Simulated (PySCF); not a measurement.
C3H8N2OSi2.
SMILES: `C(=O)[Si@H]([SiH2]N)CC#N`

The calculation used PySCF 2.14.0, density-fitted response routines, TDDFT CAM-B3LYP/def2-SVPD, vertical, gas phase, core orbitals frozen in the response. The structure is a single GFN2-xTB conformer in the gas phase; no vibrational or solvent corrections. The geometry optimisation had not met its thresholds, so the values belong to a structure short of the stationary point.

```tsv
state	λ (nm)	E (eV)	f	main configurations (H = HOMO, L = LUMO)
S1	387.1	3.20	0.0027	H→L (86%)
S2	221.6	5.60	0.0029	H→L+1 (55%), H-1→L+1 (18%), H-1→L (15%)
S3	210.8	5.88	0.031	H-1→L (62%), H→L+1 (24%)
S4	205.3	6.04	0.011	H-1→L+1 (72%), H-1→L (8%)
S5	194.7	6.37	0.035	H→L+2 (74%), H-2→L (10%)
S6	185.6	6.68	0.083	H-2→L (77%)
S7	178.8	6.93	0.052	H-3→L (53%), H-2→L+1 (15%), H-4→L (9%)
S8	176.2	7.04	0.017	H-2→L+1 (36%), H-1→L+2 (20%), H-3→L (12%)
```

Triplets (Tamm–Dancoff): T1 2.54 eV, H→L (86%); T2 5.24 eV, H-1→L (32%), H→L+1 (20%), H-1→L+1 (11%); T3 5.32 eV, H→L+1 (36%), H-1→L+1 (20%), H-1→L (12%).

The lowest singlet lies at 3.20 eV (387 nm, visible) and is very weak; its leading configuration is HOMO→LUMO (86%). The strongest level in the table is S6 at 6.68 eV (186 nm, f = 0.083). Löwdin shares by element: HOMO oxygen 44%, carbon 19% or more, silicon 12% or more, hydrogen 9% or more (atoms not listed hold the other 15%); LUMO carbon 36% or more, oxygen 29%, silicon 21%. The oscillator strengths of these states sum to 0.234; summed over the whole spectrum of an exact calculation they would give the number of electrons, 76 (Thomas–Reiche–Kuhn). Of the 8 states listed, 6 reach f = 0.01 and none stays under 0.0005. Orbital energies (eV): HOMO-3 -10.73, HOMO-2 -10.22, HOMO-1 -9.31, HOMO -8.68, LUMO -0.85, LUMO+1 -0.03, LUMO+2 0.70. S1 lies in the visible range (380 to 750 nm), at 387 nm, f = 0.0027; light of that wavelength is violet, and its complementary colour is yellow-green; a Tamm–Dancoff triplet lies at 488 nm, without intensity as long as spin–orbit coupling is left out. Singlets were solved by full linear response, triplets in the Tamm–Dancoff approximation.
